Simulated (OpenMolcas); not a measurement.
Yb3+ with 8 ligands (fluoride) in cubic eightfold coordination (Oh) at 2.29 Å. A charge of +0.625 e stands 2.4 Å behind each ligand. Ligand basis ANO-RCC-VDZP.
```
Yb    0.0000    0.0000    0.0000
F     1.3221    1.3221    1.3221
F     1.3221    1.3221   -1.3221
F     1.3221   -1.3221    1.3221
F     1.3221   -1.3221   -1.3221
F    -1.3221    1.3221    1.3221
F    -1.3221    1.3221   -1.3221
F    -1.3221   -1.3221    1.3221
F    -1.3221   -1.3221   -1.3221
```

| Property | Result |
| --- | --- |
| Program | OpenMolcas 26.06 |
| Method | SS-CASPT2, IPEA 0.25 Eh, imaginary shift 0.1 Eh (closed shells correlated: 5s 5p and the ligand valence shells) |
| Basis | ANO-RCC-VDZP [7s6p4d2f1g] |
| Scalar Hamiltonian | DKH2, point nucleus |
| Active space | 13 electrons in 7 orbitals (4f) |
| State averaging | 2S+1 = 2 odd, 7 roots |
| Spin-orbit coupling | RASSI with atomic mean-field integrals over the reference wave functions |

Problem. What is the spin-free ground state (labels of O, the rotations of Oh)?

Solution. 2A2, 1-fold in its orbital part, 100 % from free-ion F terms; it has the highest spin that f13 allows.

Problem. Where is the first state of the same spin?

Solution. 2T2 at 728 cm-1 above the ground state.

Problem. What are the lowest two levels with spin-orbit coupling?

Solution. A 2-fold level Γ7 with g = 3.46, 3.46, 3.46, then a 4-fold level Γ8 440 cm-1 above it. Their leading multiplicities are 2 (100 %) and 2 (100 %).

Problem. What is χT at 300 K, and how does it compare with the textbook value?

Solution. Hund's rules give f13 the level 2F7/2 with g = 1.143, so an isolated free-ion multiplet has χT = g² J(J+1) / 8 = 2.571 cm3 K/mol. The computed 2.259 at 300 K differs by -12 %, through the field's splitting, the mixing of terms and any other multiplet in reach.

Roots that are degenerate in the reference are averaged as groups; the widest CASPT2 spread within a group is 11 cm-1 (the 3-fold group of multiplicity 2 near 728 cm-1 above the lowest state of its run). Shifts and gaps below about the spread of the groups concerned are not significant. Over all roots computed the reference weight is 0.64; a low but even weight reflects the number of correlated electrons. Splittings of an f shell from a small cluster at a set distance can be off by tens of per cent, mostly too small. No measured value stands beside these numbers; the geometry was imposed, not optimised, and the real ion may take another.
